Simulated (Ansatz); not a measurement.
Program: Ansatz. Geometries: PBE0-D4/def2-TZVP. ΔE: electronic, gas phase. CCSD(T)/CBS adds triple-zeta CCSD(T) − MP2 to the extrapolated MP2 energy (def2 sets, frozen cores). Functionals use def2-TZVPP. HSE06 is defined as in plane-wave codes. For Ti outer-core shells are correlated without core-valence functions, which leaves a few kJ/mol of doubt a bond. Scalar relativity is left out up to krypton. Each species was taken in one conformer, which may not be the lowest.

`[F][Ti]([F])([F])[SH]` + `CCO[SiH3]` → `CC[O][Ti]([F])([F])[F]` + `[SiH3]S`  (redistribution)

`[F][Ti]([F])([F])[SH]`:

Z-matrix (Å, degrees):
```
Ti
F 1 1.738
F 1 1.744 2 112.1
F 1 1.744 2 112.2 3 121.4
S 1 2.273 2 105.7 3 -119.3
H 5 1.349 1 90.7 2 -179.6
```

`CCO[SiH3]`:

```xyz
12

C    -0.299    0.322    1.874
C     0.333    0.345    0.506
O    -0.469   -0.398   -0.393
Si   -0.075   -0.583   -1.976
H    -0.387   -0.703    2.238
H     0.307    0.892    2.583
H    -1.298    0.761    1.841
H     1.343   -0.085    0.546
H     0.432    1.379    0.149
H     1.247   -1.256   -2.121
H     0.007    0.738   -2.662
H    -1.141   -1.411   -2.585
```

`CC[O][Ti]([F])([F])[F]`:

Cartesian coordinates in Å:
```
C -0.055 -0.548 1.692
C 0.335 -1.078 0.333
O 0.137 -0.110 -0.664
Ti -0.189 1.239 -1.704
F 1.303 1.758 -2.475
F -0.844 2.559 -0.748
F -1.359 0.765 -2.928
H -1.109 -0.264 1.710
H 0.107 -1.319 2.449
H 0.545 0.324 1.955
H -0.262 -1.957 0.067
H 1.390 -1.369 0.312
```

`[SiH3]S`:

Z-matrix (Å, degrees):
```
Si
S 1 2.137
H 1 1.485 2 111.6
H 1 1.485 2 111.6 3 -122.0
H 1 1.482 2 104.8 3 119.0
H 2 1.344 1 94.7 3 60.9
```

Problem. Is it downhill or uphill in electronic energy at CCSD(T)/CBS, and by how much? (Estimate.)

Solution. Ansatz gave: Downhill: ΔE = -29.9 kJ/mol.

Problem. What do these levels give: B97M-V, r2SCAN0-D4, HSE06-D4, PBE0, r2SCANh, MP2/def2-SVP? (Estimate.)

Solution. The calculation gave: B97M-V -23.1, r2SCAN0-D4 -27.8, HSE06-D4 -32.1, PBE0 -32.5, r2SCANh -27.3, MP2/def2-SVP -58.0 kJ/mol.

Problem. What do rigid-rotor, harmonic-oscillator terms from PBE0-D4/def2-TZVP frequencies (298.15 K, 1 bar) make of the CCSD(T)/CBS value? (An estimate is asked.)

Solution. The calculation gave: ΔZPE = -0.3 kJ/mol, ΔH = -29.8 kJ/mol, ΔS = 13 J/(mol·K), ΔG = -33.6 kJ/mol. Modes under 50 cm⁻¹ make the entropy rough.

Largest T1 diagnostic among the species: 0.025, so the coupled-cluster value is less sure than usual.

At CCSD(T), def2-SVP lies −25.8 kJ/mol from the extrapolated value and def2-TZVPP −0.9 kJ/mol. Leaving LDA and LC-ωPBE aside and taking each functional with its dispersion term where it has one, the values, not all of them listed here, spread over 9.9 kJ/mol, from PBE-D4 to B97M-V.
